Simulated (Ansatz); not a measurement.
`C=C[N](C)[GeH3]`. Charge 0, multiplicity 1. The geometry is a stationary point of PBE0-D4/def2-TZVP. It is one conformer, not always the lowest.

```xyz
14

C    -2.070   -0.715    0.179
C    -0.998   -0.373   -0.545
N     0.154    0.224   -0.089
C     0.245    0.503    1.322
Ge    1.683    0.212   -1.119
H    -2.930   -1.143   -0.317
H    -2.128   -0.577    1.250
H    -1.006   -0.550   -1.618
H     0.222   -0.412    1.929
H     1.172    1.038    1.541
H    -0.592    1.135    1.638
H     2.554   -1.028   -0.827
H     2.471    1.481   -0.762
H     1.223    0.205   -2.583
```

Problem. What is the dipole moment at B3LYP/def2-TZVPP? (Best estimate.)

Solution. Ansatz gave: 1.46 D, with components (1.39, 0.43, 0.00) D in this frame, pointing from negative to positive charge.

Problem. And with PBE, r2SCAN, ωB97M-V? (An estimate is asked.)

Solution. Ansatz gave: PBE 1.47 D, r2SCAN 1.50 D, ωB97M-V 1.46 D.

Problem. Give the Mulliken charges with B3LYP, ωB97M-V, PBE in def2-TZVPP. (Estimate.)

Solution. Computed: 
| atom | B3LYP | ωB97M-V | PBE |
| --- | --- | --- | --- |
| C1 | -0.32 | -0.31 | -0.30 |
| C2 | 0.02 | 0.06 | 0.00 |
| N3 | -0.22 | -0.27 | -0.15 |
| C4 | -0.18 | -0.26 | -0.18 |
| Ge5 | 0.19 | 0.13 | 0.16 |
| H6 | 0.09 | 0.09 | 0.08 |
| H7 | 0.08 | 0.08 | 0.06 |
| H8 | 0.09 | 0.08 | 0.07 |
| H9 | 0.10 | 0.13 | 0.10 |
| H10 | 0.09 | 0.10 | 0.08 |
| H11 | 0.10 | 0.13 | 0.09 |
| H12 | -0.02 | 0.01 | -0.02 |
| H13 | -0.01 | 0.02 | -0.01 |
| H14 | 0.00 | 0.03 | 0.00 |

B3LYP here is the variant with VWN-RPA as its local correlation; programs differ in this.
